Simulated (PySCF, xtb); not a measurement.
C2H8FNSi2, SMILES C=C[Si@@H](F)N[SiH3]. The values are those of a single conformer.

Harmonic wavenumbers (cm⁻¹) from GFN2-xTB run with xtb at its own minimum, in rising order: 26, 35, 63, 104, 153, 206, 276, 295, 363, 497, 571, 576, 642, 660, 708, 755, 764, 790, 807, 832, 924, 994, 1014, 1033, 1200, 1283, 1420, 1676, 2217, 2240, 2278, 2294, 3036, 3074, 3099, 3497.

**Question.** What does B3LYP-D3(BJ)/def2-SVP (PySCF) give at its own minimum? (An estimate is asked for; the answer gives what the named calculation found.)

**Answer.** 52, 85, 99, 124, 188, 262, 328, 371, 423, 542, 596, 693, 717, 742, 839, 868, 905, 937, 941, 972, 1001, 1002, 1022, 1044, 1201, 1277, 1421, 1669, 2201, 2219, 2252, 2254, 3115, 3134, 3206, 3577. Paired by order, the mean absolute difference is 59 cm⁻¹ and the zero-point energies are 57.8 and 60.4 kcal/mol.
